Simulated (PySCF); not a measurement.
Assignment exercise: C6H10Si

Atom-mapped SMILES (the numbers label the heavy atoms): `[CH2:1]=[CH:2][SiH:3]([CH:4]=[CH2:5])[CH:6]=[CH2:7]`. Each H is labelled by its parent atom. Ha(C1), Ha(C5), Ha(C7) are cis to Si3; Hb(C1), Hb(C5), Hb(C7) are trans to Si3.

- GFN2-xTB geometry
- σ from GIAO-PBE0/pcSseg-1
- program: PySCF
- fast rotation and ring inversion assumed for equivalent nuclei, non-relativistic, single conformer, gas phase

Referencing at the same level of theory: $^{13}$C (σref 186.93) and $^{1}$H (σref 31.72) vs TMS.

Task: Assign these signals to the numbered atoms. $^{13}$C{$^{1}$H} NMR (computed): δ 145.5, 140.5.

Result: 
```tsv
δ (ppm)	atoms	environment	reason
145.5	C1/C5/C7	terminal =CH2 carbon	as expected for a trigonal carbon in a double bond
140.5	C2/C4/C6	alkene CH	the olefinic region
```

Task: Assign these signals to the numbered atoms. $^{1}$H NMR (400 MHz, computed): δ 6.61 (m, 3H), 6.52 (m, 3H), 6.16 (m, 3H), 5.06 (q, 1H).

Result: 
| δ (ppm) | atoms | environment | reason |
| --- | --- | --- | --- |
| 6.61 | Hb(C1)/Hb(C5)/Hb(C7) | hydrogen on a terminal =CH2 carbon | olefinic region |
| 6.52 | H(C2)/H(C4)/H(C6) | hydrogen on an alkene CH | a vinylic proton, deshielded by the sp2 carbon and the C=C anisotropy |
| 6.16 | Ha(C1)/Ha(C5)/Ha(C7) | hydrogen on a terminal =CH2 carbon | olefinic region |
| 5.06 | H(Si3) | hydrogen on a silicon bonded to 3 C | – |

Hb(C1)/Hb(C5)/Hb(C7) and H(C2)/H(C4)/H(C6) lie closer than the usual error of such a calculation, so a measured spectrum could show them in the other order.

Shifts are as computed. Against solution values, carbons near 30 ppm lie about +3 ppm off and those near 130 ppm about +5 ppm. Of 1211 compounds with measured shifts, 218 miss one by over three times the rms of a fit or turn the order of signals round; such compounds aren't used in these exercises. No couplings were computed; multiplicities are counted from neighbouring protons, with m where these are inequivalent, close in shift, in a saturated or five-membered ring or joined by F or P, and br s for small geminal =CH2 splittings.
